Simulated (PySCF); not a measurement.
C3H8O2Si, SMILES [C@H]1(O)CO[SiH2]C1.

The structure is a stationary point at PBE0-D3(BJ)/def2-SVP. The structure was generated by enumeration; whether it is a known compound was not checked. Other conformers were not sampled.

Vertical ionisation energy (IE) and electron affinity (EA) in eV. Rows of orbital energies are one-electron estimates. Where ΔSCF, EOM or ADC give a negative EA the extra electron is unbound and the value depends on the basis.

```json
[
 {"level": "−ε(HOMO), −ε(LUMO), r2SCAN/def2-TZVP (PySCF)", "IE": "6.62", "EA": "-0.02"},
 {"level": "−ε(HOMO), −ε(LUMO), PBE/def2-TZVP (PySCF)", "IE": "___", "EA": "___"}
]
```

### Question
Fill in the missing entries. (An estimate is asked for; the answer gives what the named calculation found.)

### Answer

- −ε(HOMO), −ε(LUMO), PBE/def2-TZVP (PySCF), IE: 6.29
- −ε(HOMO), −ε(LUMO), PBE/def2-TZVP (PySCF), EA: 0.42
